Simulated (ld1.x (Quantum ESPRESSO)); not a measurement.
Xe, TM: configuration errors across variants

ld1.x (Quantum ESPRESSO) 7.5 input, shortened:

```
&input
   title='Xe', zed=54., rel=1, dft='PBE', iswitch=3,
   config='[Kr] 4d10 5s2 5p6'
 /
 &inputp
   pseudotype=2, tm=.true., lloc=-1, rcloc=1.15,
   nlcc=.true., new_core_ps=.true., rcore=0.60
 /
3
5S  1  0   2.00   0.00  1.60  1.60  0.0
5P  2  1   6.00   0.00  1.90  1.90  0.0
4D  3  2  10.00   0.00  0.75  0.75  0.0
 &test
   configts(1)='4d10 5s2 5p6'
 /
```

All-electron excitation energies from the reference (eV): (1) 4d10 5s2 5p5 12.537; (2) 4d10 5s2 5p4 34.288; (3) 4d10 5s2 5p3 66.010; (4) 4d10 5s1 5p6 24.683; (5) 4d10 5s2 5p5.5 5.171.

Tests that are not counted but printed errors over 1 eV. “base”: 4d9 5s2 5p6 (converged, but collapsed or in another state, printed error -3374 eV); 4d10 5s2 5p2 (solver errors, printed error -21.5 eV). “wave 5p (bound): rc 1.90 bohr becomes 5p (bound): rc 1.74 bohr”: 4d9 5s2 5p6 (solver errors, printed error -3291 eV). “core correction Bessel-smoothed model core inside 0.70 bohr”: 4d9 5s2 5p6 (solver errors, printed error -2981 eV); 4d10 5s2 5p2 (solver errors, printed error -22.7 eV). “local potential all-electron potential smoothed inside 0.68 bohr (lloc = -1)”: 4d9 5s2 5p6 (solver errors, printed error -2479 eV); 4d10 5s2 5p2 (solver errors, printed error -22.8 eV); 1 more. “wave 4d (bound): rc 0.75 bohr becomes 4d (bound): rc 0.98 bohr”: 4d9 5s2 5p6 (solver errors, printed error -3210 eV); 4d10 5s2 5p2 (solver errors, printed error -23.1 eV).

2 further variants failed, have other tests or too few solved ones, and are left out.

A true bound ghost makes a file unfit for plane-wave use even where its test errors are small: the radial tests pick states by their node count and pass the ghost by. Where a test does run into it, the solver fails or the error is huge.

Errors AE − PS in meV (a dash: test not solved or not reliable):

```csv
change,(1),(2),(3),(4),(5),bound ghosts
base,-3.1,-5.2,-1.5,-7.3,-1.5,"s, p"
wave 5p (bound): rc 1.90 bohr becomes 5p (bound): rc 1.74 bohr,-3.3,-6.2,-4.4,-7.1,-1.5,"s, p"
"all radii but the core radius scaled by about 0.79 (s 1.26, p 1.50, d 0.60 bohr); local potential all-electron potential smoothed inside 0.92 bohr (lloc = -1)",-0.1,+8.3,+31,-1.0,-0.7,"s, p"
core correction Bessel-smoothed model core inside 0.70 bohr,-3.1,-5.2,-1.5,-7.3,-1.5,"s, p"
local potential all-electron potential smoothed inside 0.68 bohr (lloc = -1),+1.2,+14,–,+8.6,-0.5,"s, p"
local potential all-electron potential smoothed inside 1.85 bohr (lloc = -1),+2.0,+20,+63,+9.8,-0.4,none
wave 4d (bound): rc 0.75 bohr becomes 4d (bound): rc 0.98 bohr,-3.1,-5.2,-1.5,-7.3,-1.5,"s, p"
core correction Bessel-smoothed model core inside 0.56 bohr,-3.1,-5.2,-1.5,-7.3,-1.5,"s, p"
local potential all-electron potential smoothed inside 1.22 bohr (lloc = -1),-6.7,-20,–,-19,-2.3,"s, p"
```

Question: Give the same row for: wave 5s (bound): rc 1.60 bohr becomes 5s (bound): rc 2.00 bohr.

Answer: -3.0, -4.6, +0.4, -11, -1.5; bound ghosts: s, p. Not counted: 4d9 5s2 5p6 (solver errors, printed error -3402 eV); 4d10 5s2 5p2 (solver errors, printed error -21.5 eV).
